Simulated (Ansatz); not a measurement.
Isolated molecules relaxed with PBE0-D4/def2-TZVP in Ansatz; ΔE leaves out vibrations. CCSD(T)/CBS is the MP2 limit (def2-TZVPP, def2-QZVPP) plus CCSD(T) − MP2 in def2-TZVPP, frozen cores. Functionals use def2-TZVPP. B3LYP here is the variant with VWN-RPA as its local correlation; programs differ in this. Elements past krypton have def2 core potentials. For In outer-core shells are correlated without core-valence functions, which leaves a few kJ/mol of doubt a bond. Each species was taken in one conformer, which may not be the lowest.

Consider the redistribution: `[OH][In]([OH])[O][SiH3]` + `[OH][In]([SH])[Cl]` → `[OH][In]([OH])[SH]` + `[OH][In]([Cl])[O][SiH3]`.

```
             level  ΔE (kJ/mol)  difference from CCSD(T)/CBS
           PBE0-D4          4.4                          1.1
           ωB97X-V          3.6                          0.3
           ωB97M-V          3.7                          0.4
            r2SCAN          4.3                          1.0
             B3LYP          4.1                          0.8
SCS-MP2/def2-TZVPP          4.0                          0.7
   CCSD/def2-TZVPP          3.3                          0.0
CCSD(T)/def2-TZVPP          3.4                          0.1
     HF/def2-QZVPP          3.0                         -0.3
     MP2/CBS(def2)          4.1                          0.8
       CCSD(T)/CBS          3.3                            0
```

Largest T1 diagnostic among the species: 0.016.
